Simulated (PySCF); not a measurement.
C2H6Zn, SMILES [CH3][Zn][CH3] (connectivity only; charge and spin as stated), charge +1, multiplicity 2.

The structure is a stationary point at PBE0-D3(BJ)/def2-SVP. The multiplicity is an assumed one; other spin states were not compared. The isomer is the one that the SMILES or the coordinates give; other isomers of the formula were not compared.

All values below come from TDA-CAM-B3LYP/def2-SVPD run with PySCF.

Vertical excitations; the highest root listed may be one member of a degenerate set. The molecule is in vacuum.

| state | energy (eV) | λ (nm) | f | main pairs |
|---|---|---|---|---|
| root 1 | 2.56 | 484 | 0.240 | α HOMO→LUMO 5 %, β HOMO→LUMO 91 % |
| root 2 | 4.65 | 267 | 0.002 | β HOMO−1→LUMO (degenerate set) |
| root 3 | 4.65 | 267 | 0.002 | β HOMO−2→LUMO (degenerate set) |
| root 4 | 4.90 | 253 | 0.000 | β HOMO−3→LUMO (degenerate set) |
| root 5 | 4.90 | 253 | 0.000 | β HOMO−4→LUMO (degenerate set) |
| root 6 | 6.88 | 180 | 0.053 | α HOMO−1→LUMO+1, β HOMO→LUMO+1 (degenerate set) |
| root 7 | 6.88 | 180 | 0.053 | α HOMO−1→LUMO+2, β HOMO→LUMO+2 (degenerate set) |
| root 8 | 7.12 | 174 | 0.000 | α HOMO−1→LUMO 23 %, β HOMO→LUMO+3 70 % |
| root 9 | 7.13 | 174 | 0.374 | α HOMO→LUMO 74 %, β HOMO−5→LUMO 18 % |
| root 10 | 7.24 | 171 | 0.000 | α HOMO→LUMO+1 98 % |
Unrestricted roots are not spin-pure.
